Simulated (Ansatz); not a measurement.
Geometry optimisation, RKS B3LYP-D4/def2-SVP in Ansatz 0.2.0.

The input (input.yaml):

```yaml
crystal:
  periodic: [false, false, false]
  atoms:
    - { symbol: Hf, position_ang: [-0.047361, 0.122896, -0.148756] }
    - { symbol: F, position_ang: [0.018405, 0.088761, 1.80849] }
    - { symbol: Cl, position_ang: [2.133934, 0.408108, -1.016032] }
    - { symbol: "N", position_ang: [-1.042113, 1.76944, -0.714221] }
    - { symbol: H, position_ang: [-2.025976, 1.797219, -0.979368] }
    - { symbol: H, position_ang: [-0.642807, 2.70164, -0.824106] }
    - { symbol: Cl, position_ang: [-1.358527, -1.652538, -0.985556] }
    - { symbol: Br, position_ang: [1.750452, -2.80213, 1.702712] }
    - { symbol: H, position_ang: [1.055092, -1.666996, 2.396437] }
basis:
  gaussian: { orbitals: def2-SVP }
hamiltonian:
  xc: b3lyp
  dispersion: d4
relax:
  f_tol: 0.03
  max_steps: 50
```

Run as:

```bash
$ ansatz run input.yaml --threads 4 --pin off --max-ram 5120MiB --backend cpu --events-out ev --progress --plain --runs-dir out
```

Question: Where does it end, and by what steps?

Answer: The run converged. The force dipped under the threshold on the way, but the program's further checks kept it going. After 21 steps the energy has fallen by 0.132 eV; H6 moved furthest, 0.92 Å. Joined: Hf1–Br8 (3.90 → 3.33 Å).

```
step  energy less start (eV)  largest force component (eV/Å)  accepted
   0                  0.0000                           1.098       yes
   1                 -0.0446                           0.572       yes
   2                 -0.0506                           0.664       yes
   3                 -0.0617                           0.493       yes
   4                 -0.0703                           0.228       yes
   5                 -0.0747                           0.104       yes
   6                 -0.0780                           0.178       yes
   7                 -0.0816                           0.181       yes
   8                 -0.0831                           0.556       yes
   9                 -0.0898                           0.308       yes
  10                 -0.1046                           0.169       yes
  11                 -0.1039                           0.308        no
  12                 -0.1155                           0.068       yes
  13                 -0.1223                           0.070       yes
  14                 -0.1199                           0.622        no
  15                 -0.1264                           0.041       yes
  16                 -0.1294                           0.027       yes
  17                 -0.1299                           0.257       yes
  18                 -0.1311                           0.040       yes
  19                 -0.1313                           0.107       yes
  20                 -0.1314                           0.045       yes
  21                 -0.1318                           0.013       yes
```

```xyz
9
Properties=species:S:1:pos:R:3
Hf -0.034 0.062 -0.098
F 0.067 0.422 1.788
Cl 2.068 0.187 -1.201
N -1.039 1.701 -0.673
H -1.443 1.857 -1.596
H -1.186 2.531 -0.099
Cl -1.374 -1.696 -0.980
Br 1.292 -2.560 1.472
H 1.491 -1.738 2.627
```

Whether the end is a true minimum wasn't checked by a vibrational analysis.

Time of the run: 98 s on 4 threads of Arm Neoverse V1, on a shared host, peak memory 0.47 GiB.
